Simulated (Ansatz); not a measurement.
`F[SiH]([SiH3])I` + `FC(Cl)Cl` → `FC([SiH3])(Cl)Cl` + `F[SiH2]I` at 298.15 K and 1 bar (formal exchange of groups at the Si–Si bond).

Computed with Ansatz on PBE0-D4/def2-TZVP structures; ΔE is electronic, products minus reactants. CCSD(T)/CBS adds triple-zeta CCSD(T) − MP2 to the extrapolated MP2 energy (def2 sets, frozen cores). Elements past krypton have def2 core potentials. For I outer-core shells are correlated without core-valence functions, which leaves a few kJ/mol of doubt a bond.

| species | CCSD(T)/CBS energy (Eh) | H − E (kJ/mol) | S (J/(mol·K)) |
| --- | --- | --- | --- |
| `F[SiH]([SiH3])I` | -977.89058 | 119.2 | 363.8 |
| `FC(Cl)Cl` | -1057.98381 | 70.3 | 292.8 |
| `FC([SiH3])(Cl)Cl` | -1348.25786 | 113.2 | 343.7 |
| `F[SiH2]I` | -687.61044 | 68.1 | 301.0 |

H − E and S are ideal-gas, rigid-rotor, harmonic terms from PBE0-D4/def2-TZVP, for one conformer and one mirror image of each species. 1 Eh = 2625.50 kJ/mol, R = 8.31446 J/(mol·K).

By hand: ΔE, ΔH, ΔS and ΔG.

ΔE = (-1348.25786) + (-687.61044) − (-977.89058) − (-1057.98381) = 0.00609 Eh = 16.0 kJ/mol. Δ(H − E) = 113.2 + 68.1 − 119.2 − 70.3 = -8.2, so ΔH = 7.8 kJ/mol. ΔS = 343.7 + 301.0 − 363.8 − 292.8 = -11.9 J/(mol·K). ΔG = 7.8 − 298.15 × (-11.9)/1000 = 11.3 kJ/mol.

By hand: the equilibrium constant, and the temperature at which ΔG would vanish if ΔH and ΔS stayed fixed.

log₁₀ K = −ΔG/(RT ln 10) = -2.0. ΔH and −TΔS have one sign here, so there is no such temperature.

TΔS isn't small against ΔH here. A doubt of 5 kJ/mol in ΔE shifts log₁₀ K by 0.9 here. Other conformers and mirror images would add mixing entropy, several J/(mol·K) or more a flexible species. These are equilibria of isolated gas molecules and say nothing of rates. Largest T1 diagnostic: 0.012 (customary marks: 0.02 for closed shells, 0.045 for open ones).

ΔS is within the doubt of such terms, so its sign, and with it that verdict, could turn.
